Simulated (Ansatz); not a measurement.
Ideal-gas functions of ClH3SbSi (`[SiH3][Sb][Cl]`) radical at 600 K and 1 bar, from an Ansatz frequency run at PBE0-D4/def2-TZVP.

Molar mass 188.32 g/mol, point group Cs (symmetry number 1), electronic degeneracy 2, moments of inertia 133.199, 217.741, 344.995 u Å². Harmonic wavenumbers (cm⁻¹, unscaled): 91, 96, 304, 361, 448, 485, 850, 927, 933, 2210, 2229, 2235.

Use S(trans) = R[1.5 ln M + 2.5 ln T − 1.1517]; rotational temperatures θ = 24.2544 K / I; S(rot) = R[ln(√π/σ · √(T³/θAθBθC)) + 1.5]; for each mode x = 1.438777 ν̃/T, S = R[x/(eˣ − 1) − ln(1 − e⁻ˣ)] and H = RT x/(eˣ − 1); 1 cm⁻¹ = 0.0119627 kJ/mol; R = 8.31446 J/(mol·K).

Q: By hand: the entropy, in J/(mol·K).

A: Translation 188.7. Rotation: θ = 0.1821, 0.1114, 0.0703 K, giving 124.3. Vibration, mode by mode: 20.99, 20.54, 11.12, 9.77, 8.11, 7.51, 3.70, 3.20, 3.16, 0.26, 0.25, 0.25, in all 88.9. Electronic 5.8. Sum 407.7 J/(mol·K).

Q: By hand: H − E and G − E in kJ/mol, counted from the electronic energy.

A: Zero-point energy ½ × 11169 × 0.0119627 = 66.8; thermal vibration 25.4; translation, rotation and pV give 4 RT = 20.0. H − E = 112.2 kJ/mol, and G − E = 112.2 − 600 × 407.7/1000 = -132.4 kJ/mol.

Vibration gives 22 % of the entropy, 41.5 J/(mol·K) of it from the modes under 150 cm⁻¹: soft modes count most, and the harmonic formula is weakest for them.
